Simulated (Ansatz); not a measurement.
F₃H₄NO₂Si₂ (`O[SiH](O)N[Si](F)(F)F`), 12 atoms. The species carries charge 0 and has multiplicity 1. All runs use 2 threads of an AMD EPYC 7R13 on a shared host and a share of an NVIDIA H100 80 GB. Correlated methods freeze the cores. Open-shell runs search over several starts.

Problem. Give the basis size and wall time and peak host memory of each of these runs in Ansatz. RKS ωB97X-V/def2-TZVPP energy; RKS ωB97M-V/def2-QZVPP energy; RKS PBE0-D4/def2-SVP energy; RHF-CCSD(T)/def2-TZVPP energy; UKS B2PLYP (frozen core)/def2-TZVPP energy of the cation; RKS PBE0-D4/def2-QZVPP energy; direct RPA on PBE orbitals/def2-TZVPP energy; RKS PBE0-D4/def2-TZVP relaxation (12 steps); RKS PBE0-D4/def2-TZVP frequencies; UKS ωB97M-V/def2-TZVPP energy of the cation; UKS PBE0-D4/def2-TZVPP energy of the cation; UHF-MP2/def2-QZVPP energy of the cation. (Estimate.)

Solution. The calculation gave: Other jobs shared the machine, so times are rough.

| level | job | functions | wall time | peak host memory (GiB) |
| --- | --- | --- | --- | --- |
| RKS ωB97X-V/def2-TZVPP | energy | 326 | 2.9 s | 0.94 |
| RKS PBE0-D4/def2-SVP | energy | 140 | 3 s | 0.79 |
| RKS PBE0-D4/def2-QZVPP | energy | 602 | 5.5 s | 1.2 |
| direct RPA on PBE orbitals/def2-TZVPP | energy | 326 | 6 s | 1.4 |
| RKS ωB97M-V/def2-QZVPP | energy | 602 | 8.5 s | 1.3 |
| UKS B2PLYP (frozen core)/def2-TZVPP | energy of the cation | 326 | 12 s | 1.5 |
| UKS PBE0-D4/def2-TZVPP | energy of the cation | 326 | 12 s | 0.93 |
| RHF-CCSD(T)/def2-TZVPP | energy | 326 | 15 s | 1.4 |
| UKS ωB97M-V/def2-TZVPP | energy of the cation | 326 | 15 s | 1.1 |
| RKS PBE0-D4/def2-TZVP | relaxation (12 steps) | 284 | 25 s | 0.94 |
| UHF-MP2/def2-QZVPP | energy of the cation | 602 | 48 s | 1.3 |
| RKS PBE0-D4/def2-TZVP | frequencies | 284 | 4.2 min | 0.95 |
